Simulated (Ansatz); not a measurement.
The cluster Pb2O2⁺. The state is a doublet with charge 1. Geometry PBE0-D4/def2-SVP, that of the neutral singlet; atoms count from 1.

Cartesian coordinates in Å:
```
Pb -1.190 0.803 0.722
Pb 1.190 -0.802 -0.722
O 0.498 -0.377 1.240
O -0.498 0.377 -1.240
```

In the def2 sets Pb takes a core potential; there is no spin–orbit coupling. The structure comes from a short search, and lower isomers may exist.

Question: Estimate the Mulliken populations from the PBE0/def2-TZVP orbitals of Ansatz.

Answer: 
| atom | charge (e) | spin (α − β) |
| --- | --- | --- |
| Pb1 | 1.05 | -0.09 |
| Pb2 | 1.05 | -0.09 |
| O3 | -0.55 | 0.59 |
| O4 | -0.55 | 0.59 |
Mulliken values depend strongly on the basis.

Question: Where does the spin sit?

Answer: Summed by element: Pb -0.18, O 1.18, of 1 unpaired in all. Largest on single atoms: O4 0.59, O3 0.59, Pb1 -0.09.

Question: And the Mayer bond orders between heavy atoms (over 0.3)?

Answer: Pb1–O3 0.71 (2.12 Å); Pb1–O4 0.71 (2.12 Å); Pb2–O3 0.71 (2.12 Å); Pb2–O4 0.71 (2.12 Å).
